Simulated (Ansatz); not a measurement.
Input file for Ansatz (a quantum-chemistry and plane-wave program): R-r2SCAN/def2-TZVPP on GeH5NO (SMILES [NH2][GeH2][OH]), a point of a torsion scan.

Ansatz 0.2 input:
```yaml
crystal:
  periodic: [false, false, false]
  atoms:
    - {symbol: N, position_ang: [1.31283138, -0.05913436, 0.09182934]}
    - {symbol: Ge, position_ang: [-0.40358869, 0.46199761, -0.17383622]}
    - {symbol: O, position_ang: [-0.42302842, 2.18860838, -0.02091782]}
    - {symbol: H, position_ang: [1.46190086, -0.97276568, 0.49059089]}
    - {symbol: H, position_ang: [1.97748220, 0.08923655, -0.65331569]}
    - {symbol: H, position_ang: [-1.20996432, -0.17367291, 0.92474809]}
    - {symbol: H, position_ang: [-0.99821569, 0.25575646, -1.53380960]}
    - {symbol: H, position_ang: [0.13914967, 2.55257954, 0.65980628]}
basis:
  gaussian:
    orbitals: def2-TZVPP
hamiltonian:
  xc: {name: r2SCAN}
scf: {lower_state_search: off}
```

The head of its log:

```
WARN ansatz: RAYON_NUM_THREADS=1 ignored (pool sized by the plan → 1); use --threads N
Functional definition: r2SCAN
these checks for a lower state are left out or cut short: stability, starts, cluster_reference, orbital_swaps, neighbouring_geometries, increment
integrals: 0.09 GiB planned
959 factors; their error is unknown
mean field: 0.66 GiB planned
mean field evaluation 1: about -60124.8844 eV, gradient 8.6e1 eV
mean field evaluation 2: about -60087.8950 eV, gradient 1.5e2 eV
```

Question: What total energy does the run end on?

Answer: -2210.0004 hartree.
